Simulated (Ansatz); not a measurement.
This geometry of CH$_{3}$F$_{2}$Sb (7 atoms, charge 0, multiplicity 1) is a first-order saddle point.

Theory: Ansatz 0.2.0, RKS PBE0-D4/def2-SVP.

```xyz
7
Properties=species:S:1:pos:R:3
C -0.219 0.640 -0.180
Sb 0.433 -1.317 0.367
F 1.466 -0.363 1.799
F -0.727 -1.921 -1.154
H -1.204 0.579 -0.660
H -0.197 1.295 0.700
H 0.509 1.019 -0.918
```

Which two structures does it join? (They come from a converged band through this point; their orientation in space is the band's.)

No bond is made or broken. The height of Sb2 over the plane of its neighbours goes from -1.07 to 1.07 Å.

Initial state:

```xyz
7
Properties=species:S:1:pos:R:3
C -0.278 0.791 -0.216
Sb -0.354 -1.082 0.825
F 1.511 -0.985 1.332
F -0.057 -2.102 -0.792
H -1.181 0.926 -0.829
H -0.190 1.623 0.498
H 0.610 0.762 -0.864
```

Final state:

```xyz
7
Properties=species:S:1:pos:R:3
C -0.150 0.804 -0.318
Sb 0.951 -1.035 -0.167
F 0.942 -1.011 1.769
F -0.637 -2.128 -0.347
H -1.168 0.550 -0.647
H -0.189 1.245 0.689
H 0.313 1.508 -1.024
```

How far does it lie above each of them?

146.5 kJ/mol above the first and 145.9 kJ/mol above the second. This is the barrier of this one path; another mechanism may lie lower.

Time of the run: 3.5 min on 1 thread of Arm Neoverse V2 (shared host), peak memory 0.17 GiB.
